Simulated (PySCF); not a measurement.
## Computed data sheet: `CC(C)(C)CS[SiH3]`

Species: C₅H₁₄SSi.
Numbering: `[CH3:1][C:2]([CH3:3])([CH3:4])[CH2:5][S:6][SiH3:7]` (hydrogens: H8, H9, H10 on C1; H11, H12, H13 on C3; H14, H15, H16 on C4; H17, H18 on C5; H19, H20, H21 on Si7)

PBE0-D3(BJ)/def2-SVP geometry optimisation, gas phase (PySCF):

- Rotational constants A, B, C: 3.486, 0.842, 0.808 GHz

From B3LYP/def2-SVPD ground state, ΔSCF and vertical TDDFT (core frozen in the response) (PySCF):

* Dipole moment: 1.47 D
* HOMO energy: -6.61 eV
* LUMO energy: -0.09 eV
* HOMO–LUMO gap: 6.52 eV
* Lowest singlet excitation: 5.45 eV (227 nm, f = 0.006)
* Strongest line among the 10 lowest singlet transitions: S9 at 7.44 eV (167 nm, f = 0.088)
* Lowest triplet excitation (Tamm–Dancoff): 5.14 eV
* Static isotropic polarisability: 113.9 au
* Vertical ionisation energy: 8.80 eV
* Electronic spatial extent ⟨r²⟩ about the centre of nuclear charge: 1592 bohr²

PBE0/pcSseg-1 ground state and GIAO shieldings, non-relativistic (PySCF):

* Lowest Hirshfeld atomic charge: -0.12 e on C1/C4
* Highest Hirshfeld atomic charge: +0.28 e on Si7
* 13C chemical shifts (computed TMS as zero) by class: 49.1 (C5), 32.6 (C2), 30.2 (C1/C3/C4) ppm
* 1H chemical shifts (computed TMS as zero) by class: 4.58 (H19/H20/H21), 2.13 (H17/H18), 1.04 (H8/H9/H10/H11/H12/H13/H14/H15/H16) ppm
* Isotropic shieldings of nuclei other than C and H, by class: 400 (Si7), 708 (S6) ppm
* Mayer bond orders between heavy atoms: C1–C2 1.01, C2–C3 1.02, C2–C4 1.01, C2–C5 0.98, C5–S6 1.00, S6–Si7 0.97

Monoisotopic mass from the formula: 134.0585 u.

The ΔSCF ionisation energy exceeds −ε(HOMO) by 2.19 eV with B3LYP. The dipole equals about 4.9 × 10⁻³⁰ C·m (1 D = 3.33564 × 10⁻³⁰ C·m). S1 lies 1.07 eV below the HOMO–LUMO gap; its leading configuration is HOMO→LUMO, weight 0.91. No computed singlet falls in the visible range (750 to 380 nm, 1.65 to 3.26 eV); S1 lies 2.19 eV above its blue end. The principal polarisabilities are 98.8, 103.5 and 139.3 au; their mean is the isotropic value. With B = h/(8π²I), that is 505.379 GHz u Å² over I, the principal moments of inertia are 145.0, 600.1 and 625.2 u Å² (most abundant isotopes); the inertial defect Ic − Ia − Ib is -119.9 u Å² (zero for a rigid planar frame, negative otherwise). The largest Löwdin shares of the HOMO are 0.69 on S6, 0.10 on Si7 and 0.10 on C5.

 NMR classes are plain means over equivalent atoms (diastereotopic ones count apart unless rotation or inversion swaps them), as if these changed places fast; in this geometry the members of some classes differ.

Conformer computed: `[CH3:1][C:2]([CH3:3])([CH3:4])[CH2:5][S:6][SiH3:7]`: C1–C2–C5–S6 -61°, C2–C5–S6–Si7 -177°.

One conformer stands for the species.
